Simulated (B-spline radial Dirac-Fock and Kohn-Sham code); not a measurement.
**Core and valence levels of Sn⁴⁵⁺**

System: Sn⁴⁵⁺, [He] 2s2 2p1; nuclear rms radius 4.6519 fm (A = 120).

Calculated with a B-spline atomic structure program, using Dirac-Fock ΔSCF + Breit + QED. Electron correlation is not included. Energies are counted from the vacuum level.

All terms are in eV, carry their sign (relaxation lowers the binding energy) and add up to the binding energy; ⟨r⟩ is the mean radius of the orbital in the initial state.

```
subshell  −ε (Koopmans)  relaxation   Breit     QED  binding energy  ⟨r⟩ (bohr)
       K        33464.3       -7.63  -52.67  -32.67         33371.3       0.029
      L1         7906.8       -0.63   -5.45   -4.57          7896.2       0.119
    L2,3         7624.3       -0.73   -5.81   -0.12          7617.6       0.104
```

For the deepest level, K (1s), the Breit terms make up -0.158 % of the binding energy, QED -0.098 % and orbital relaxation -0.023 %.

Going to the tabulated ground configuration of the next ion removes an electron from L2,3 (2p), computed at 7617.6 eV. NIST lists 7790 ± 4 eV as the ionisation energy of this species (theoretical), +172.37 eV from the computed value. Where a p, d or f shell is open in either ion the computed value averages over both j values and all terms, while the table refers to the lowest levels; that difference holds spin-orbit splitting (largest in heavy or highly charged ions), term energies where several electrons share open shells, and correlation, and it can reach 10 % or more.
